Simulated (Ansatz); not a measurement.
A nudged elastic band was laid between two geometries of CH$_{5}$BCl$_{2}$O (10 atoms, charge 0, multiplicity 1).

Theory: Ansatz, RKS PBE0-D4/def2-SVP.

- movable images: 9
- climbing image: yes
- spring: 5.0 eV/Å²
- optimiser: quadratic models (default)
- start path: through a guess of the saddle point
- force threshold: 0.03 eV/Å
- iteration limit: 60
- end points: relaxed

First end point:

```xyz
10
Properties=species:S:1:pos:R:3
B -0.114 -0.146 0.194
Cl 0.388 0.629 1.766
H 0.690 -0.074 -0.704
Cl -1.830 0.251 -0.306
O -0.120 -1.708 0.612
C -0.658 -2.690 -0.283
H -0.494 -3.683 0.154
H -1.722 -2.493 -0.470
H -0.093 -2.594 -1.217
H -0.489 -1.765 1.509
```

Last end point:

```xyz
10
Properties=species:S:1:pos:R:3
B -0.239 -0.210 -0.807
Cl 0.263 -1.341 3.212
H 0.203 0.869 -0.516
Cl -0.753 -0.541 -2.457
O -0.331 -1.150 0.149
C -0.830 -2.466 -0.043
H -0.194 -3.020 -0.749
H -0.815 -2.960 0.937
H -1.859 -2.439 -0.432
H 0.114 -1.013 1.962
```

Task: What changes between the two ends?

Result: Bonds broken: B1–Cl2, O5–H10. Bonds formed: Cl2–H10. CH5BCl2O becomes CH4BClO + ClH.

Task: What energy profile does the band end with?

Result: It converged. The highest image is number 4 of 0 to 10, 18.0 kcal/mol above the first end and 19.1 kcal/mol above the last; the last end lies 1.1 kcal/mol below the first. A vibrational analysis at the climbing image gives one clearly imaginary mode, 994i cm⁻¹: a first-order saddle point. The orbitals stay closed-shell, which can raise the energy where a bond breaks towards radicals; this wasn't checked here.

```csv
image,path coordinate (Å),energy (kcal/mol),B1–Cl2 (Å),O5–H10 (Å),Cl2–H10 (Å)
0,0.00,0.0,1.82,0.97,2.56
1,0.68,0.4,1.83,0.97,2.41
2,1.37,1.2,1.84,0.97,2.32
3,2.05,2.1,1.87,0.98,2.18
4,2.73,18.0,2.28,1.25,1.52
5,3.43,2.7,2.93,1.84,1.30
6,4.13,0.0,3.44,2.00,1.29
7,4.83,-0.5,3.70,1.93,1.30
8,5.53,-0.8,3.95,1.88,1.30
9,6.22,-1.0,4.14,1.87,1.30
10,6.92,-1.1,4.21,1.87,1.30
```

Task: What is the geometry of the highest image?

Result: 
```xyz
10
Properties=species:S:1:pos:R:3
B -0.013 -0.264 -0.095
Cl -0.311 -0.120 2.161
H 0.990 0.379 -0.210
Cl -1.469 0.210 -0.975
O 0.176 -1.694 0.163
C -0.795 -2.668 -0.215
H -0.392 -3.651 0.061
H -1.750 -2.490 0.302
H -0.957 -2.622 -1.299
H 0.079 -1.352 1.362
```

Task: What are the harmonic wavenumbers there?

Result: 994i, 90, 148, 160, 221, 428, 460, 503, 792, 892, 967, 998, 1129, 1152, 1189, 1213, 1463, 1470, 1475, 1575, 2722, 3073, 3182, 3207 cm⁻¹.

The run took 4.4 min on 2 threads of Intel(R) Xeon(R) 6975P-C (Granite Rapids), on a shared host, peak memory 0.26 GiB.
